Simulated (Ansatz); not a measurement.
A made-up structure of BSiH$_{4}$OF, closed shell:

O1  (0.213, 1.688, -0.246)
Si2  (-0.300, 0.137, -0.499)
B3  (0.452, -0.992, 1.016)
F4  (0.167, -2.284, 1.043)
H5  (-0.056, 2.357, -0.877)
H6  (0.056, -3.127, 1.365)
H7  (-1.792, 0.056, -0.523)
H8  (1.146, -0.580, 1.907)
(Å)

It is relaxed with PBE-D4/def2-SVP and then PBE0-D4/def2-TZVP (Ansatz 0.2.0). Atoms count as bonded within 1.22 times the sum of their covalent radii (H–H: 0.88 Å). The end point is not checked to be a true minimum.

Does its bonding change? (Judge from chemistry; the calculation decides.)

Computed: Yes. Formed: Si2–H6, B3–H6; broken: F4–H6.

Where it ends: The first stage lowers the energy by 5.66 eV in 29 steps. It ends as BSiH₄OF ([OH][SiH]1[H][BH]1[F]):
O1  (0.176, 1.427, -0.214)
Si2  (-0.605, 0.066, 0.241)
B3  (0.285, -1.199, 1.394)
F4  (-0.323, -2.335, 1.797)
H5  (0.142, 1.692, -1.135)
H6  (0.501, -1.246, 0.012)
H7  (-1.603, -0.315, -0.799)
H8  (1.312, -0.835, 1.889)
(Å)

Labels in which every atom is bracketed show which atoms are joined, not bond orders.

For scale, one of the runs: PBE0-D4/def2-TZVP relaxation, 154 basis functions, launched by `ansatz run in.yaml --threads 2 --pin off --events-out ev --progress --plain --max-ram 4352MiB`. Hardware: 2 CPU threads of an Intel Xeon 6975P-C, shared host. Wall time about 19 s.
